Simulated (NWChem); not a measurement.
System meant: C₂F₃, doublet; SMILES F[C]=C(F)F

The following NWChem deck was run.

```
start job
memory heap 200 mb stack 900 mb global 1100 mb
geometry units angstroms noautoz
  F      0.022183     1.948769     0.000000
  C     -0.574243     0.799035     0.000000
  C     -0.065957    -0.419906     0.000000
  F      1.218609    -0.698879     0.000000
  F     -0.805590    -1.499480     0.000000
end
basis spherical
  * library def2-svp
end
dft
  odft
  mult 2
  xc pbe0
  iterations 4
  mulliken
end
task dft energy
```

End of the output:

```
     --------------------------
     Expectation value of S2:
     --------------------------
      <S2> =      0.7569 (Exact =     0.7500)

 center of mass
 --------------
 x =   0.01015697 y =  -0.00559246 z =   0.00000000

 moments of inertia (a.u.)
 ------------------
         478.482238247841           0.000000000000           0.000000000000
           0.000000000000         158.881136455031           0.000000000000
           0.000000000000           0.000000000000         637.363374702872

     Multipole analysis of the density
     ---------------------------------

     L   x y z        total         alpha         beta         nuclear
     -   - - -        -----         -----         ----         -------
     0   0 0 0     -0.000000    -20.000000    -19.000000     39.000000

     1   1 0 0     -0.056390      0.791460     -0.847849      0.000000
     1   0 1 0      0.073518     -0.846402      0.919920      0.000000
     1   0 0 1     -0.000000     -0.000000     -0.000000      0.000000

     2   2 0 0    -19.301267    -49.718235    -45.258462     75.675430
     2   1 1 0     -0.208258      1.532511     -1.239003     -0.501766
     2   1 0 1      0.000000      0.000000      0.000000      0.000000
     2   0 2 0    -19.841051   -125.717266   -121.683724    227.559940
     2   0 1 1      0.000000      0.000000      0.000000      0.000000
     2   0 0 2    -18.464458     -9.577159     -8.887299      0.000000

 ------------------------------------------------------------------------
 dft energy failed                                                                                  0
 ------------------------------------------------------------------------
 ------------------------------------------------------------------------
  current input line :
    20: task dft energy
 ------------------------------------------------------------------------
 ------------------------------------------------------------------------
 This type of error is most commonly associated with calculations not reaching convergence criteria
 ------------------------------------------------------------------------
 For more information see the NWChem manual at https://nwchemgit.github.io

0:dft energy failed:Received an Error in Communication
```

Q: Can this run be used? If not, why, and what is the fix?

A: The run did not converge; its last values are not results. Cause: the SCF was allowed too few iterations. This input runs:
```
start job
memory heap 200 mb stack 900 mb global 1100 mb
geometry units angstroms noautoz
  F      0.022183     1.948769     0.000000
  C     -0.574243     0.799035     0.000000
  C     -0.065957    -0.419906     0.000000
  F      1.218609    -0.698879     0.000000
  F     -0.805590    -1.499480     0.000000
end
basis spherical
  * library def2-svp
end
dft
  odft
  mult 2
  xc pbe0
  iterations 150
  mulliken
end
task dft energy
```
It converges to -374.93694 Ha (PBE0/def2-SVP, spin-unrestricted).
